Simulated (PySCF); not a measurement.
Technetium: a sound run and one with changed settings

Sound run: Tc⁺ [Kr] 4d5 5s1, Tc²⁺ [Kr] 4d5. Computed with PySCF 2.14 in x2c-SVPall (6s5p5d1f, 53 functions), with the spin-free X2C one-electron Hamiltonian (Gaussian nucleus). In the sound run the correlated levels freeze [Kr]. The sound run starts from symmetry-adapted Hartree-Fock orbitals and uses a fine grid where one is needed.

Changed run: no relativity, point nucleus. This setting is unsound on purpose.

```tsv
species	method	sound run (hartree)	changed run (hartree)	converged
Tc⁺	UHF	-4282.44337	-4151.26206	yes
Tc⁺	PBE	-4284.22182	-4153.05269	yes
Tc⁺	MN15	-4287.32352	-4156.17252	yes
Tc⁺	MP2	-4282.50275	-4151.32110	yes
Tc²⁺	UHF	-4281.92093	-4150.77605	yes
Tc²⁺	PBE	-4283.65440	-4152.52450	yes
Tc²⁺	MN15	-4286.77685	-4155.67039	yes
Tc²⁺	MP2	-4281.96730	-4150.82210	yes
```

Ionisation energy of Tc⁺:

```tsv
method	sound run (eV)	changed run (eV)
UHF	14.216	13.225
PBE	15.440	14.373
MN15	14.876	13.664
MP2	14.570	13.579
SCS-MP2	14.334	13.343
```

Most of the change in total energy is the relativistic energy itself. On top of that the contraction fixes the core shape for the Hamiltonian it was made with, so the changed run is not a good calculation with the other Hamiltonian either.

For comparison, NIST gives 15.26 eV between the lowest levels.
